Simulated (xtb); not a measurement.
A run for xtb: GFN2-xTB on silylarsine (SMILES [SiH3][AsH2]), a point of a torsion scan.

```
$ xtb mol.xyz --gfn 2 --sp --chrg 0 --uhf 0
7

Si    -0.82763141     0.06361406    -0.02778748
As     1.49381867    -0.03069401    -0.02616747
H     -1.48314973    -0.87479953    -0.94643288
H     -1.27830246     1.41631744    -0.37823554
H     -1.32731790    -0.23681949     1.32098101
H      1.57438545     0.31760144    -1.48445269
H      1.51147189    -1.48774597    -0.38580751
```

The head of its log:

```
[...]
           -------------------------------------------------
          |                Calculation Setup                |
           -------------------------------------------------



           -------------------------------------------------
          |                 G F N 2 - x T B                 |
           -------------------------------------------------

        Reference                      10.1021/acs.jctc.8b01176
      * Hamiltonian:
        H0-scaling (s, p, d)           1.850000    2.230000    2.230000
        zeta-weighting                 0.500000
      * Dispersion:
        s8                             2.700000
        a1                             0.520000
        a2                             5.000000
        s9                             5.000000
      * Repulsion:
        kExp                           1.500000    1.000000
        rExp                           1.000000
      * Coulomb:
        alpha                          2.000000
        third order                    shell-resolved
        anisotropic                    true
        a3                             3.000000
        a5                             4.000000
        cn-shift                       1.200000
        cn-exp                         4.000000
        max-rad                        5.000000


          ...................................................
          :                      SETUP                      :
          :.................................................:
          :  # basis functions                  25          :
          :  # atomic orbitals                  23          :
          :  # shells                           11          :
          :  # electrons                        14          :
          :  max. iterations                   250          :
          :  Hamiltonian                  GFN2-xTB          :
          :  restarted?                      false          :
          :  GBSA solvation                  false          :
          :  PC potential                    false          :
          :  electronic temp.          300.0000000     K    :
          :  accuracy                    1.0000000          :
          :  -> integral cutoff          0.2500000E+02      :
          :  -> integral neglect         0.1000000E-07      :
          :  -> SCF convergence          0.1000000E-05 Eh   :
          :  -> wf. convergence          0.1000000E-03 e    :
          :  Broyden damping             0.4000000          :
          :  net charge                          0          :
          :  unpaired electrons                  0          :
          ...................................................

 iter      E             dE          RMSdq      gap      omega  full diag
   1     -6.5650626 -0.656506E+01  0.126E+01    4.82       0.0  T
   2     -6.6614302 -0.963676E-01  0.527E+00    4.27       1.0  T
```

Problem. What total energy does the run end on?

Solution. -6.6396 hartree.
